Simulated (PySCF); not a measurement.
## Spinor energies of Al⁺ (aluminium, charge +1)

Start: [Ne] 3s1 4s1; 3s1/2 filled at m_j = +1/2; 4s1/2 filled at m_j = +1/2. Calculated with PySCF 2.14 in x2c-SVPall-2c with one added diffuse shell each of s, p type (5s5p1d, 25 functions): generalised Hartree-Fock with the X2C-1e Hamiltonian and a Gaussian nucleus; one run each with spin-orbit coupling (SO) switched off, then screened by Boettger's factors. This is a chosen level, not necessarily the ground level.

```json
{"spinor shell": "1s1/2", "electrons": "2", "ε, spin-free (eV)": "-1609.5", "ε, screened SO (eV)": "-1609.5", "weight of nominal j (screened SO)": "1.000", "rms radius, screened SO (bohr)": "0.139"}
{"spinor shell": "2s1/2", "electrons": "2", "ε, spin-free (eV)": "-148.72", "ε, screened SO (eV)": "-148.72", "weight of nominal j (screened SO)": "1.000", "rms radius, screened SO (bohr)": "0.676"}
{"spinor shell": "2p1/2", "electrons": "2", "ε, spin-free (eV)": "-102.31", "ε, screened SO (eV)": "-102.68", "weight of nominal j (screened SO)": "0.912", "rms radius, screened SO (bohr)": "0.672"}
{"spinor shell": "3s1/2", "electrons": "1", "ε, spin-free (eV)": "-22.949", "ε, screened SO (eV)": "-22.949", "weight of nominal j (screened SO)": "1.000", "rms radius, screened SO (bohr)": "2.42"}
{"spinor shell": "4s1/2", "electrons": "1", "ε, spin-free (eV)": "-7.242", "ε, screened SO (eV)": "-7.242", "weight of nominal j (screened SO)": "1.000", "rms radius, screened SO (bohr)": "6.21"}
```

Where does 2p3/2 lie, and what is the 2p spin-orbit splitting (screened SO)?

At -102.13 eV, 0.553 eV above 2p1/2.

```csv
quantity,spin-free,screened SO
E (hartree),-241.63828,-241.63837
M_J,1,1
⟨J²⟩,2.000,2.000
⟨L²⟩,0.000,0.000
⟨S²⟩,2.000,2.000
```

Each row is a mean over spinors that exchange with the open shell spreads, by up to 0.834 eV (2s1/2).

Without spin-orbit coupling the j labels of p, d and f shells carry no meaning; the spin-free column gives the mean over the occupied spinors of each nl shell.
